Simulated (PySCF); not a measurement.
Species: CH6F2P2Si.
Numbering: `[F:1][CH:2]([F:3])[SiH:4]([PH2:5])[PH2:6]` (hydrogens: H7 on C2; H8 on Si4; H9, H10 on P5; H11, H12 on P6)

Method: PBE0-D3(BJ)/def2-SVP geometry optimisation, gas phase in PySCF; density fitting, grid level 1; the optimiser is geomeTRIC in internal coordinates, started from a GFN2-xTB structure with every atom displaced at random (about 0.01 Å).

The end geometry, which sets the zero of energy:
```
atom  x, y, z in Å
F1      2.4680   -0.3379    0.9885
C2      1.6599    0.5531    0.3611
F3      1.1361    1.3841    1.3063
Si4     0.2165   -0.3627   -0.5316
P5     -1.1064    1.2678   -1.3805
P6     -0.6226   -1.8007    0.9991
H7      2.2859    1.1673   -0.3131
H8      0.7973   -1.1314   -1.6734
H9     -1.7409    1.5253   -0.1273
H10    -2.1093    0.3453   -1.8116
H11    -1.8832   -1.9059    0.3322
H12    -1.0581   -0.7311    1.8421
```

Problem. These geometries come from the run, each turned onto the end geometry. Order them by energy, lowest first.
A.
```
atom  x, y, z in Å
F1      2.4246   -0.3288    0.9987
C2      1.6147    0.5578    0.3696
F3      1.0394    1.3510    1.3214
Si4     0.2164   -0.3822   -0.5764
P5     -1.1038    1.2238   -1.4739
P6     -0.6020   -1.8249    0.9615
H7      2.2482    1.2089   -0.2604
H8      0.8477   -1.1612   -1.6835
H9     -1.5522    1.6602   -0.1895
H10    -2.2127    0.3427   -1.6677
H11    -1.8928   -1.9112    0.3531
H12    -0.9844   -0.7630    1.8388
```
B.
```
atom  x, y, z in Å
F1      2.5261   -0.3291    0.8661
C2      1.5858    0.5564    0.3497
F3      1.0522    1.2323    1.4089
Si4     0.2096   -0.4070   -0.5598
P5     -1.0660    1.2166   -1.5139
P6     -0.6239   -1.8146    1.0045
H7      2.1452    1.2926   -0.2552
H8      0.8733   -1.1527   -1.6260
H9     -1.5713    1.7091   -0.2841
H10    -2.1717    0.4137   -1.7121
H11    -1.8890   -1.9370    0.4388
H12    -1.0270   -0.8072    1.8748
```
C.
```
atom  x, y, z in Å
F1      2.4032   -0.3407    1.0029
C2      1.6147    0.5580    0.3669
F3      1.0228    1.3411    1.3199
Si4     0.2179   -0.3780   -0.5837
P5     -1.0998    1.2294   -1.4863
P6     -0.5888   -1.8232    0.9596
H7      2.2484    1.2167   -0.2565
H8      0.8552   -1.1634   -1.6856
H9     -1.5417    1.6770   -0.1997
H10    -2.2248    0.3536   -1.6675
H11    -1.8927   -1.9317    0.3702
H12    -0.9711   -0.7656    1.8516
```
D.
```
atom  x, y, z in Å
F1      2.4533   -0.3183    0.9946
C2      1.6286    0.5604    0.3684
F3      1.0734    1.3637    1.3169
Si4     0.2245   -0.3858   -0.5562
P5     -1.1044    1.2219   -1.4383
P6     -0.6282   -1.8242    0.9691
H7      2.2489    1.1974   -0.2898
H8      0.8479   -1.1499   -1.6773
H9     -1.5938    1.6201   -0.1573
H10    -2.1859    0.3245   -1.6859
H11    -1.9008   -1.8867    0.3223
H12    -1.0203   -0.7498    1.8253
```

Solution. D (0.005 eV), A (0.009 eV), C (0.015 eV), B (0.119 eV).

In the order of the answer:

```json
{"step": "4", "E above end (eV)": "0.005", "largest force (eV/Å)": "0.07", "rms force component (eV/Å)": "0.019", "rms distance from end (Å)": "0.080", "rms bond change (Å)": "0.001", "bond most changed (Å)": "P5–H10 -0.002"}
{"step": "2", "E above end (eV)": "0.009", "largest force (eV/Å)": "0.12", "rms force component (eV/Å)": "0.031", "rms distance from end (Å)": "0.106", "rms bond change (Å)": "0.002", "bond most changed (Å)": "C2–Si4 +0.004"}
{"step": "1", "E above end (eV)": "0.015", "largest force (eV/Å)": "0.30", "rms force component (eV/Å)": "0.088", "rms distance from end (Å)": "0.117", "rms bond change (Å)": "0.004", "bond most changed (Å)": "P5–H10 +0.008"}
{"step": "0", "E above end (eV)": "0.119", "largest force (eV/Å)": "1.36", "rms force component (eV/Å)": "0.501", "rms distance from end (Å)": "0.148", "rms bond change (Å)": "0.027", "bond most changed (Å)": "P5–H10 -0.048"}
```

The cost below is that of the whole optimisation. The run took 67 s on one thread of an Arm Neoverse V1 (shared host), and the process peaked at 0.53 GiB of memory.
